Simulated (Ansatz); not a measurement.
Relaxation of CH5ClZn (8 atoms, charge 0, multiplicity 1), to a largest force component of 0.03 eV/Å in at most 50 steps.

The calculation used RKS BHLYP/def2-SVP (Ansatz 0.2.0).

```xyz
8
Properties=species:S:1:pos:R:3
Zn -0.660 0.581 -0.620
C -0.163 0.143 2.492
H -0.736 -0.527 3.136
H 0.486 -0.456 1.842
H 0.459 0.797 3.107
Cl 0.671 -0.595 -1.777
H -1.603 1.413 0.296
H -0.848 0.749 1.879
```

Where does it end, and by what steps?

The run converged. The force dipped under the threshold on the way, but the program's further checks kept it going. After 8 steps the energy has fallen by 0.217 eV; H7 moved furthest, 0.92 Å.

```json
{"step": "0", "energy less start (eV)": "0.0000", "largest force component (eV/Å)": "0.687", "accepted": "yes"}
{"step": "1", "energy less start (eV)": "-0.1099", "largest force component (eV/Å)": "0.300", "accepted": "yes"}
{"step": "2", "energy less start (eV)": "-0.1604", "largest force component (eV/Å)": "0.107", "accepted": "yes"}
{"step": "3", "energy less start (eV)": "-0.1779", "largest force component (eV/Å)": "0.215", "accepted": "yes"}
{"step": "4", "energy less start (eV)": "-0.1871", "largest force component (eV/Å)": "0.138", "accepted": "yes"}
{"step": "5", "energy less start (eV)": "-0.2022", "largest force component (eV/Å)": "0.066", "accepted": "yes"}
{"step": "6", "energy less start (eV)": "-0.2138", "largest force component (eV/Å)": "0.122", "accepted": "yes"}
{"step": "7", "energy less start (eV)": "-0.2160", "largest force component (eV/Å)": "0.022", "accepted": "yes"}
{"step": "8", "energy less start (eV)": "-0.2168", "largest force component (eV/Å)": "0.026", "accepted": "yes"}
```

```xyz
8
Properties=species:S:1:pos:R:3
Zn -0.813 0.715 -0.776
C -0.077 0.068 2.571
H -0.499 -0.739 3.171
H 0.390 -0.353 1.678
H 0.677 0.600 3.154
Cl 0.736 -0.666 -1.236
H -1.937 1.716 -0.502
H -0.873 0.764 2.294
```

Whether the end is a true minimum wasn't checked by a vibrational analysis.

Time of the run: 13 s on 2 threads of Intel(R) Xeon(R) 6975P-C (Granite Rapids) (shared host), peak memory 0.2 GiB.
